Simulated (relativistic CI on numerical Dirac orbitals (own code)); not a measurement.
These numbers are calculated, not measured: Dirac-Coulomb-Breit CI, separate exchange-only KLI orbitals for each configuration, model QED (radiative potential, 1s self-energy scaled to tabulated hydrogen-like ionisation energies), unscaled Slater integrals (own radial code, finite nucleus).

CI space (outside the closed core [Ar] 3d10): 4s2.4p6.4d6, 4s2.4p5.4d7, 4s2.4p6.4d5.4f, 4s.4p6.4d7, 4s2.4p5.4d6.4f, 4s.4p6.4d6.4f, 4s2.4p6.4d5.5s, 4s2.4p6.4d4.4f.5s, 4s2.4p6.4d5.5d, 4s2.4p6.4d5.6s, 4s.4p6.4d6.5s, 4p6.4d8, 4p5.4d9, 4p5.4d8.4f, 4s2.4p6.4d4.5s2, 4s2.4p6.4d3.4f.5s2, 4s2.4p5.4d4.4f.5s2, 4s.4p6.4d4.4f.5s2. Double excitations out of closed p, d and f shells are left out; levels of such configurations are missing from the list, as are those of other unlisted configurations, and high levels can miss mixing partners.

At this charge energies of transitions that change n are usually good to better than 1 %, and those within a shell (Δn = 0) to a few per cent. Terms inside the open d or f shell come out 10 to 20 % too wide with unscaled integrals.

Outline of the computed level scheme of Hf XXXI. Lowest level of each configuration: 4s2.4p6.4d6 5D_4 at 0.000 eV; 4s2.4p5.4d7 5G°_6 at 165.738 eV.

Some strong electric-dipole decays among the lowest 45 levels: 4s2.4p5.4d7 5P°_3 → 4s2.4p6.4d6 5D_4 (6.0e+10 s⁻¹); 4s2.4p5.4d7 3P°_1 → 4s2.4p6.4d6 3P_2 (5.7e+10 s⁻¹); 4s2.4p5.4d7 3F°_4 → 4s2.4p6.4d6 5D_4 (3.8e+10 s⁻¹); 4s2.4p5.4d7 3P°_2 → 4s2.4p6.4d6 3P_2 (3.7e+10 s⁻¹); 4s2.4p5.4d7 3F°_4 → 4s2.4p6.4d6 5D_4 (2.3e+10 s⁻¹); 4s2.4p5.4d7 5F°_5 → 4s2.4p6.4d6 5D_4 (2.1e+10 s⁻¹); 4s2.4p5.4d7 3P°_1 → 4s2.4p6.4d6 3P_0 (1.1e+10 s⁻¹); 4s2.4p5.4d7 3D°_3 → 4s2.4p6.4d6 3P_2 (1.1e+10 s⁻¹).

LS names give the leading component of a level, which can be under half, so a name can repeat, a term be missing and a line seem to break the LS rules.
